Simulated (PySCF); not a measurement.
Job file and geometry (Å, from GFN2-xTB) of an NMR shielding run on SMILES CCCNB(C)SC, C₅H₁₄BNS, PySCF, GIAO PBE0/pcSseg-1 NMR shielding, non-relativistic, gas phase; density fitting, a coarse starting grid and PySCF grid level 2 are the driver's defaults:

```
$ OMP_NUM_THREADS=1 python probes_run.py task.json out

{"job": {"kind": "nmr", "xc": "PBE0", "basis": "pcSseg-1"}, "charge": 0, "multiplicity": 1}
C     -3.454644    -1.176241    -0.178729
C     -2.320975    -0.280270     0.300104
C     -1.348441     0.051568    -0.834328
N     -0.278510     0.914395    -0.381619
B      1.069475     0.615677    -0.240299
C      2.069350     1.699437     0.349315
S      1.635283    -1.038397    -0.744317
C      3.432873    -0.963243    -0.448648
H     -4.018342    -0.687533    -0.970603
H     -3.059376    -2.112370    -0.565498
H     -4.134397    -1.399346     0.639875
H     -1.767714    -0.776287     1.099747
H     -2.732295     0.648596     0.704424
H     -0.903734    -0.868885    -1.218120
H     -1.892152     0.540360    -1.652503
H     -0.619114     1.820033    -0.091503
H      2.874291     1.941570    -0.343403
H      1.557772     2.629916     0.587731
H      2.543216     1.350937     1.266517
H      3.831341    -1.939127    -0.705462
H      3.627887    -0.747702     0.597201
H      3.877793    -0.203703    -1.083776
```

Task: What does the program print?

Result: 
```
coarse grid: 17888 points
cycle   1  E = -676.1890130241  dE =  6.484e-01  |g| = 4.933e-01  |ddm| = 3.949e+00
cycle   2  E = -676.1863646398  dE =  2.648e-03  |g| = 5.229e-01  |ddm| = 9.199e-01
cycle   3  E = -676.2546020061  dE = -6.824e-02  |g| = 5.639e-02  |ddm| = 4.671e-01
cycle   4  E = -676.2551481583  dE = -5.462e-04  |g| = 3.312e-02  |ddm| = 8.267e-02
cycle   5  E = -676.2553866170  dE = -2.385e-04  |g| = 6.191e-03  |ddm| = 2.931e-02
cycle   6  E = -676.2553948679  dE = -8.251e-06  |g| = 2.195e-03  |ddm| = 8.095e-03
final grid: 165200 points
cycle   7  E = -676.3019200300  dE = -4.640e-05  |g| = 1.221e-02  |ddm| = 3.301e-02
cycle   8  E = -676.3019029966  dE =  1.703e-05  |g| = 1.467e-02  |ddm| = 2.346e-02
cycle   9  E = -676.3019576516  dE = -5.465e-05  |g| = 7.467e-04  |ddm| = 1.344e-02
cycle  10  E = -676.3019577767  dE = -1.251e-07  |g| = 2.638e-04  |ddm| = 8.753e-04
cycle  11  E = -676.3019577899  dE = -1.319e-08  |g| = 7.349e-05  |ddm| = 2.160e-04
cycle  12  E = -676.3019577911  dE = -1.228e-09  |g| = 2.622e-05  |ddm| = 9.488e-05
cycle  13  E = -676.3019577913  dE = -1.535e-10  |g| = 4.497e-06  |ddm| = 2.249e-05
converged SCF energy = -676.3019577913

GIAO shielding tensors (ppm)
atom      isotropic    diamagn.    paramagn.     s11        s22        s33       span
  0 C      173.426     244.853     -71.426    164.840    167.231    188.208     23.368
  1 C      154.717     249.157     -94.440    136.708    155.185    172.258     35.550
  2 C      135.935     247.044    -111.109    108.423    136.123    163.258     54.835
  3 N      138.899     324.762    -185.863     56.382    170.591    189.724    133.341
  4 B       59.934     195.386    -135.452     34.608     40.719    104.474     69.866
  5 C      181.781     253.997     -72.216    174.530    179.232    191.579     17.049
  6 S      588.588    1062.343    -473.756    512.325    580.958    672.480    160.155
  7 C      171.633     251.031     -79.399    162.404    165.859    186.635     24.232
  8 H       30.910      27.685       3.225     26.636     28.908     37.187     10.551
  9 H       30.834      28.986       1.848     26.090     29.787     36.627     10.536
 10 H       30.536      26.572       3.964     25.944     27.635     38.029     12.085
 11 H       30.170      33.607      -3.438     25.968     30.867     33.674      7.706
 12 H       30.395      32.322      -1.927     25.670     30.727     34.787      9.117
 13 H       28.499      33.989      -5.490     22.541     29.216     33.739     11.198
 14 H       28.896      31.897      -3.001     23.582     29.251     33.856     10.275
 15 H       27.989      36.005      -8.017     21.034     29.974     32.959     11.925
 16 H       31.163      31.085       0.078     26.404     30.225     36.861     10.457
 17 H       31.633      32.513      -0.879     26.938     30.244     37.718     10.781
 18 H       31.178      32.359      -1.181     26.836     29.985     36.712      9.876
 19 H       29.748      29.180       0.568     24.138     27.170     37.936     13.797
 20 H       29.657      31.030      -1.372     24.376     28.057     36.538     12.162
 21 H       29.660      30.010      -0.350     24.409     27.646     36.926     12.517
```

Size and cost of the density-fitted run: 213 basis functions, 2.1 min wall time (100 s CPU) on 1 thread of an Intel Xeon, shared host; peak memory 0.95 GiB.
